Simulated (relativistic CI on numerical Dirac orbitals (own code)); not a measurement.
W3+: 4f photoemission

Computed with this model: Dirac-Coulomb-Breit CI, KLI orbitals optimised for each configuration, QED by a radiative potential, valence Slater integrals scaled by 0.8, multiplet model of photoemission in the sudden approximation; configurations [Xe] 4f14 5d3 → [Xe] 4f13 5d3; 80 K; Lorentzian 0.25 eV and Gaussian 0.5 eV FWHM. Energies are those of the free ion, without screening or charge transfer. The energies are binding energies and can lie tens of eV above those of solids. S is read from ⟨S²⟩ = S(S + 1).

Field parameters in Wybourne normalisation: Oh B⁴₀ = 21Dq, B⁴₄ = √(5/14) B⁴₀. The field is a parameter set, without covalency.

free ion: ground-state S = 1.43, centroid 70.51 eV. Peaks (eV, height): 69.3 (100), 71.7 (63), 74.0 (6).

Oh, 10Dq = 7000 cm⁻¹: ground-state S = 1.46, centroid 70.62 eV. Peaks (eV, height): 69.4 (100), 71.8 (58).

Strongest unbroadened transitions for free ion:

| Energy (eV) | Relative strength |
| --- | --- |
| 69.03 | 100.0 |
| 69.17 | 85.7 |
| 69.34 | 51.2 |
| 69.48 | 64.5 |
| 69.75 | 92.8 |
| 69.82 | 7.8 |
| 70.22 | 9.5 |
| 70.83 | 14.3 |
| 71.11 | 10.2 |
| 71.63 | 22.8 |
| 71.64 | 87.9 |
| 71.86 | 32.3 |
| 71.89 | 8.4 |
| 72.25 | 14.4 |
| 72.43 | 8.2 |
| 72.55 | 10.6 |
| 73.15 | 8.7 |
| 74.08 | 7.5 |
